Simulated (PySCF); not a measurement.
C$_{6}$H$_{12}$O, singlet, at a GFN2-xTB geometry; MP2/STO-3G in PySCF.

PySCF was given this input:
```python
from pyscf import gto, scf, mp

mol = gto.Mole()
mol.atom = '''
    C    -2.11392492   -1.45666873    0.26934738
    C    -1.12502968   -0.30083238    0.39001541
    C    -1.70521148    0.96944491   -0.22635415
    C     0.20129662   -0.65837850   -0.28752660
    C     1.32263919    0.29941117    0.05625589
    C     2.45017017    0.31437968   -0.94784239
    O     1.32845575    0.98274039    1.04769023
    H    -1.72212327   -2.35427700    0.74302643
    H    -3.05529720   -1.20108297    0.74961685
    H    -2.31394092   -1.67876989   -0.77742101
    H    -0.92120223   -0.11147153    1.44851876
    H    -1.91151014    0.82139937   -1.28531654
    H    -2.63416952    1.24146998    0.26881751
    H    -1.00695399    1.79564356   -0.11852529
    H     0.07778045   -0.70754014   -1.37111552
    H     0.52894020   -1.64668954    0.05045123
    H     3.31498472    0.82861918   -0.53725568
    H     2.11668478    0.84481241   -1.83842447
    H     2.71952197   -0.69817327   -1.23726761
'''
mol.basis = 'sto-3g'
mol.verbose = 4
mol.build()

mf = scf.RHF(mol)
mf.kernel()

pt = mp.MP2(mf)
pt.kernel()
print('E(MP2) = %.10f' % pt.e_tot)
```

Output, abridged:

```
PySCF version 2.14.0

[INPUT] verbose = 4
[INPUT] num. atoms = 19
[INPUT] num. electrons = 56
[INPUT] charge = 0
[INPUT] spin (= nelec alpha-beta = 2S) = 0
[INPUT] symmetry False subgroup None
[INPUT] Mole.unit = angstrom
[INPUT] Symbol           X                Y                Z      unit          X                Y                Z       unit  Magmom
[INPUT]  1 C     -2.113924920000  -1.456668730000   0.269347380000 AA   -3.994739146693  -2.752704953918   0.508992780569 Bohr   0.0
[INPUT]  2 C     -1.125029680000  -0.300832380000   0.390015410000 AA   -2.125997977207  -0.568490807601   0.737022309260 Bohr   0.0
[INPUT]  3 C     -1.705211480000   0.969444910000  -0.226354150000 AA   -3.222382681664   1.831985372754  -0.427747350659 Bohr   0.0
[INPUT]  4 C      0.201296620000  -0.658378500000  -0.287526600000 AA    0.380395481601  -1.244155051302  -0.543346527527 Bohr   0.0
[INPUT]  5 C      1.322639190000   0.299411170000   0.056255890000 AA    2.499425830717   0.565805109936   0.106308224994 Bohr   0.0
[INPUT]  6 C      2.450170170000   0.314379680000  -0.947842390000 AA    4.630150579879   0.594091494328  -1.791162526353 Bohr   0.0
[INPUT]  7 O      1.328455750000   0.982740390000   1.047690230000 AA    2.510417536104   1.857110188648   1.979847598083 Bohr   0.0
[INPUT]  8 H     -1.722123270000  -2.354277000000   0.743026430000 AA   -3.254341333040  -4.448938751363   1.404116456013 Bohr   0.0
[INPUT]  9 H     -3.055297200000  -1.201082970000   0.749616850000 AA   -5.773674937150  -2.269717866179   1.416570544859 Bohr   0.0
[INPUT] 10 H     -2.313940920000  -1.678769890000  -0.777421010000 AA   -4.372714607224  -3.172415318266  -1.469112792383 Bohr   0.0
[INPUT] 11 H     -0.921202230000  -0.111471530000   1.448518760000 AA   -1.740819920039  -0.210650662386   2.737303742695 Bohr   0.0
[INPUT] 12 H     -1.911510140000   0.821399370000  -1.285316540000 AA   -3.612230648929   1.552219848190  -2.428896243974 Bohr   0.0
[INPUT] 13 H     -2.634169520000   1.241469980000   0.268817510000 AA   -4.977858958477   2.346038254069   0.507991471388 Bohr   0.0
[INPUT] 14 H     -1.006953990000   1.795643560000  -0.118525290000 AA   -1.902867261138   3.393274545739  -0.223980336935 Bohr   0.0
[INPUT] 15 H      0.077780450000  -0.707540140000  -1.371115520000 AA    0.146983748345  -1.337057086736  -2.591032817941 Bohr   0.0
[INPUT] 16 H      0.528940200000  -1.646689540000   0.050451230000 AA    0.999552114273  -3.111792242786   0.095339007347 Bohr   0.0
[INPUT] 17 H      3.314984720000   0.828619180000  -0.537255680000 AA    6.264413227918   1.565863311762  -1.015266094067 Bohr   0.0
[INPUT] 18 H      2.116684780000   0.844812410000  -1.838424470000 AA    3.999954526235   1.596464081534  -3.474118748999 Bohr   0.0
[INPUT] 19 H      2.719521970000  -0.698173270000  -1.237267610000 AA    5.139151713038  -1.319356267792  -2.338096925695 Bohr   0.0

nuclear repulsion = 314.157915181485
number of shells = 33
number of NR pGTOs = 141
number of NR cGTOs = 47
basis = sto-3g
ecp = {}

******** <class 'pyscf.scf.hf.RHF'> ********
method = RHF
initial guess = minao
damping factor = 0
level_shift factor = 0
DIIS = <class 'pyscf.scf.diis.CDIIS'>
diis_start_cycle = 1
diis_space = 8
diis_damp = 0
SCF conv_tol = 1e-09
SCF conv_tol_grad = None
SCF max_cycles = 50
direct_scf = True
direct_scf_tol = 1e-13
Set gradient conv threshold to 3.16228e-05
Initial guess from minao.
init E= -306.593590282971
  HOMO = -0.238327261245804  LUMO = 0.102422324570508  gap/eV = 9.27227
cycle= 1 E= -305.095406035835  delta_E=  1.5  |g|= 0.669  |ddm|=  5.1
  HOMO = -0.142046735693626  LUMO = 0.304003446220468  gap/eV = 12.13764
cycle= 2 E= -305.207407871292  delta_E= -0.112  |g|= 0.501  |ddm|= 1.38
  HOMO = -0.284877628263846  LUMO = 0.300009663617384  gap/eV = 15.91559
cycle= 3 E= -305.269615081399  delta_E= -0.0622  |g|= 0.0544  |ddm|= 0.554
  HOMO = -0.313223989055282  LUMO = 0.303996443696949  gap/eV = 16.79542
cycle= 4 E= -305.271708163029  delta_E= -0.00209  |g|= 0.0175  |ddm|= 0.142
  HOMO = -0.312829240243653  LUMO = 0.303951262321556  gap/eV = 16.78345
cycle= 5 E= -305.27191377575  delta_E= -0.000206  |g|= 0.007  |ddm|= 0.043
  HOMO = -0.315085720643385  LUMO = 0.304153621735061  gap/eV = 16.85036
cycle= 6 E= -305.271943340402  delta_E= -2.96e-05  |g|= 0.00153  |ddm|= 0.0186
  HOMO = -0.315907003142071  LUMO = 0.304038971593726  gap/eV = 16.86959
cycle= 7 E= -305.271944540044  delta_E= -1.2e-06  |g|= 0.000234  |ddm|= 0.00409
  HOMO = -0.315825566991122  LUMO = 0.303995407875932  gap/eV = 16.86619
cycle= 8 E= -305.271944573986  delta_E= -3.39e-08  |g|= 3.51e-05  |ddm|= 0.000661
  HOMO = -0.315816111599257  LUMO = 0.304002911861585  gap/eV = 16.86613
cycle= 9 E= -305.271944575088  delta_E= -1.1e-09  |g|= 1.78e-05  |ddm|= 8.76e-05
  HOMO = -0.315815571009439  LUMO = 0.304004031795624  gap/eV = 16.86615
cycle= 10 E= -305.271944575594  delta_E= -5.06e-10  |g|= 1.02e-05  |ddm|= 6.4e-05
  HOMO = -0.315816284720943  LUMO = 0.304003603703599  gap/eV = 16.86616
Extra cycle  E= -305.271944575726  delta_E= -1.32e-10  |g|= 7.29e-06  |ddm|= 2.6e-05
converged SCF energy = -305.271944575726

******** <class 'pyscf.mp.mp2.RMP2'> ********
nocc = 28, nmo = 47
E(RMP2) = -305.642527078613  E_corr = -0.370582502887042
E(SCS-RMP2) = -305.672495993484  E_corr = -0.400551417758065
E_corr(same-spin) = -0.0509395219689059
E_corr(oppo-spin) = -0.319642980918136
E(MP2) = -305.6425270786
```
